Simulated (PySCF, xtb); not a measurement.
iodoethane (C2H5I), SMILES CCI.

GFN2-xTB (xtb 6.7.1) at its own geometry gives an orbital gap of 4.66 eV and a dipole moment of 3.97 D.

Geometry: PBE0-D3(BJ)/def2-SVP. The def2 effective core potentials stand for the cores of I; spin–orbit coupling is left out.

What does B3LYP/def2-TZVPD in PySCF give? (Estimate from the structure and the level; the computed values follow.)

gap 5.83 eV (levels -6.98 and -1.15 eV), dipole 2.03 D.
